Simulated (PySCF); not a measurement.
ethoxymethyl(methyl)silane (C4H12OSi), SMILES [SiH2](COCC)C.

The structure is a stationary point at PBE-D3(BJ)/def2-SVP. One conformer was computed; it need not be the lowest.

Level of theory: PySCF 2.14.0 with PBE-D3(BJ)/def2-SVP.

Frequencies are harmonic and unscaled.

```csv
mode,ν (cm⁻¹),IR (km/mol),moving atoms (share of kinetic energy)
1,34,0.7,"C 42 %, H 41 %, Si 15 %"
2,59,0.0,"C 50 %, H 38 %"
3,101,2.5,"H 37 %, C 36 %, O 20 %"
4,141,1.6,"H 34 %, C 31 %, Si 23 %, O 13 %"
5,154,0.1,H 85 %
6,245,0.1,"H 70 %, C 21 %"
7,269,2.3,"H 35 %, O 33 %, C 21 %, Si 11 %"
8,279,3.1,"H 40 %, C 37 %, O 22 %"
9,438,6.7,H 91 %
10,472,0.6,"C 45 %, H 35 %, O 19 %"
11,548,0.2,H 95 %
12,605,3.2,"H 44 %, C 39 %, Si 14 %"
13,689,17.0,"C 47 %, Si 31 %, H 22 %"
14,739,49.0,"H 57 %, C 28 %, Si 13 %"
15,797,1.7,H 92 %
16,826,35.9,"H 55 %, C 37 %"
17,851,35.1,"H 76 %, C 18 %"
18,860,127.7,"H 69 %, C 18 %"
19,864,81.6,"H 63 %, C 21 %, O 10 %"
20,916,60.9,H 95 %
21,1015,13.0,"C 53 %, H 30 %, O 17 %"
22,1093,3.2,"C 50 %, H 45 %"
23,1129,133.2,"C 42 %, O 35 %, H 23 %"
24,1141,27.7,"H 54 %, C 37 %, O 9 %"
25,1216,12.3,"H 79 %, C 21 %"
26,1231,44.0,"H 77 %, C 17 %"
27,1243,1.7,H 91 %
28,1251,11.3,"H 75 %, C 16 %, O 9 %"
29,1326,0.2,"H 80 %, C 20 %"
30,1372,18.8,"H 76 %, C 22 %"
31,1385,5.6,"H 92 %, C 8 %"
32,1387,6.6,H 94 %
33,1388,10.5,"H 89 %, C 11 %"
34,1402,6.8,H 97 %
35,1427,2.6,H 95 %
36,1457,5.5,H 92 %
37,2147,97.7,H 97 %
38,2158,111.0,H 96 %
39,2872,51.5,H 94 %
40,2886,62.5,H 94 %
41,2916,41.6,"H 91 %, C 9 %"
42,2976,4.2,H 97 %
43,2981,16.2,H 97 %
44,2994,15.4,"H 91 %, C 9 %"
45,3075,14.7,"H 91 %, C 9 %"
46,3075,5.7,"H 91 %, C 9 %"
47,3078,2.9,"H 91 %, C 9 %"
48,3079,14.7,"H 91 %, C 9 %"
```
